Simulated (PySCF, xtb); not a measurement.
BrFH4N2Si, SMILES N[Si](N)(F)Br. One conformer was computed; it need not be the lowest.

Harmonic wavenumbers (cm⁻¹) from xtb with GFN2-xTB at its own minimum, in rising order: 138, 152, 187, 202, 218, 245, 250, 408, 418, 459, 768, 798, 815, 943, 1007, 1499, 1503, 3503, 3507, 3546, 3550.

Problem. What does PBE-D3(BJ)/def2-SVP run with PySCF give at its own minimum? (The exact figures need the calculation; the answer reports its results.)

Solution. 162, 175, 225, 246, 263, 305, 361, 401, 416, 456, 757, 806, 814, 913, 952, 1472, 1487, 3499, 3504, 3597, 3611. Paired by order, the mean absolute difference is 30 cm⁻¹ and the zero-point energies are 34.5 and 34.9 kcal/mol.
